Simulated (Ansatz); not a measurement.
Geometry optimisation, RKS B3LYP/def2-SVP in Ansatz 0.2.0.

Input file:

```yaml
crystal:
  periodic: [false, false, false]
  atoms:
    - { symbol: C, position_ang: [-0.4601, -0.883, 1.6289] }
    - { symbol: B, position_ang: [0.6867, -0.7061, 0.578] }
    - { symbol: Br, position_ang: [0.29368, -1.23932, -1.28175] }
    - { symbol: C, position_ang: [2.16248, -0.14659, 0.8795] }
    - { symbol: "N", position_ang: [2.01027, 1.27978, 1.41953] }
    - { symbol: "N", position_ang: [2.82121, -0.97068, 1.92229] }
    - { symbol: H, position_ang: [-0.1875, -1.5114, 2.4505] }
    - { symbol: H, position_ang: [-1.3614, -1.2414, 1.1014] }
    - { symbol: H, position_ang: [-0.7532, 0.1761, 2.0766] }
    - { symbol: H, position_ang: [2.71307, -0.11856, 0.0008] }
    - { symbol: H, position_ang: [2.94717, 1.65404, 1.54566] }
    - { symbol: H, position_ang: [1.56826, 1.236, 2.3703] }
    - { symbol: H, position_ang: [2.35502, -0.8563, 2.89786] }
    - { symbol: H, position_ang: [3.77769, -0.62263, 2.06165] }
basis:
  gaussian: { orbitals: def2-SVP }
hamiltonian:
  xc: b3lyp
relax:
  f_tol: 0.015
  max_steps: 40
```

Command:

```bash
$ ansatz run input.yaml --threads 2 --pin off --max-ram 3072MiB --backend cpu --events-out ev --progress --plain --runs-dir out
```

Where does it end, and by what steps?

The run converged. The force dipped under the threshold on the way, but the program's further checks kept it going. After 25 steps the energy has fallen by 0.582 eV; H7 moved furthest, 0.89 Å.

```json
{"step": "0", "energy less start (eV)": "0.0000", "largest force component (eV/Å)": "4.494", "accepted": "yes"}
{"step": "1", "energy less start (eV)": "-0.4722", "largest force component (eV/Å)": "1.358", "accepted": "yes"}
{"step": "2", "energy less start (eV)": "-0.5467", "largest force component (eV/Å)": "0.716", "accepted": "yes"}
{"step": "3", "energy less start (eV)": "-0.5454", "largest force component (eV/Å)": "0.368", "accepted": "no"}
{"step": "4", "energy less start (eV)": "-0.5665", "largest force component (eV/Å)": "0.090", "accepted": "yes"}
{"step": "5", "energy less start (eV)": "-0.5648", "largest force component (eV/Å)": "0.264", "accepted": "no"}
{"step": "6", "energy less start (eV)": "-0.5684", "largest force component (eV/Å)": "0.024", "accepted": "yes"}
{"step": "7", "energy less start (eV)": "-0.5695", "largest force component (eV/Å)": "0.013", "accepted": "yes"}
{"step": "8", "energy less start (eV)": "-0.5708", "largest force component (eV/Å)": "0.092", "accepted": "yes"}
{"step": "9", "energy less start (eV)": "-0.5703", "largest force component (eV/Å)": "0.278", "accepted": "no"}
{"step": "10", "energy less start (eV)": "-0.5719", "largest force component (eV/Å)": "0.073", "accepted": "yes"}
{"step": "11", "energy less start (eV)": "-0.5737", "largest force component (eV/Å)": "0.025", "accepted": "yes"}
{"step": "12", "energy less start (eV)": "-0.5752", "largest force component (eV/Å)": "0.117", "accepted": "yes"}
{"step": "13", "energy less start (eV)": "-0.5743", "largest force component (eV/Å)": "0.226", "accepted": "no"}
{"step": "14", "energy less start (eV)": "-0.5741", "largest force component (eV/Å)": "0.247", "accepted": "no"}
{"step": "15", "energy less start (eV)": "-0.5766", "largest force component (eV/Å)": "0.022", "accepted": "yes"}
{"step": "16", "energy less start (eV)": "-0.5781", "largest force component (eV/Å)": "0.038", "accepted": "yes"}
{"step": "17", "energy less start (eV)": "-0.5792", "largest force component (eV/Å)": "0.129", "accepted": "yes"}
{"step": "18", "energy less start (eV)": "-0.5803", "largest force component (eV/Å)": "0.070", "accepted": "yes"}
{"step": "19", "energy less start (eV)": "-0.5813", "largest force component (eV/Å)": "0.038", "accepted": "yes"}
{"step": "20", "energy less start (eV)": "-0.5816", "largest force component (eV/Å)": "0.086", "accepted": "yes"}
{"step": "21", "energy less start (eV)": "-0.5817", "largest force component (eV/Å)": "0.069", "accepted": "yes"}
{"step": "22", "energy less start (eV)": "-0.5822", "largest force component (eV/Å)": "0.021", "accepted": "yes"}
{"step": "23", "energy less start (eV)": "-0.5823", "largest force component (eV/Å)": "0.012", "accepted": "yes"}
{"step": "24", "energy less start (eV)": "-0.5823", "largest force component (eV/Å)": "0.009", "accepted": "yes"}
{"step": "25", "energy less start (eV)": "-0.5823", "largest force component (eV/Å)": "0.004", "accepted": "yes"}
```

```xyz
14
Properties=species:S:1:pos:R:3
C -0.450 -0.773 1.636
B 0.716 -0.631 0.596
Br 0.379 -1.201 -1.230
C 2.147 -0.044 0.962
N 2.023 1.293 1.531
N 2.759 -1.111 1.764
H -0.135 -0.659 2.686
H -0.994 -1.725 1.529
H -1.187 0.025 1.428
H 2.753 0.046 0.046
H 2.935 1.712 1.723
H 1.509 1.276 2.412
H 2.350 -1.158 2.697
H 3.768 -1.000 1.871
```

Run time: 2.6 min on 2 threads of Arm Neoverse V1 (shared host), peak memory 0.44 GiB.
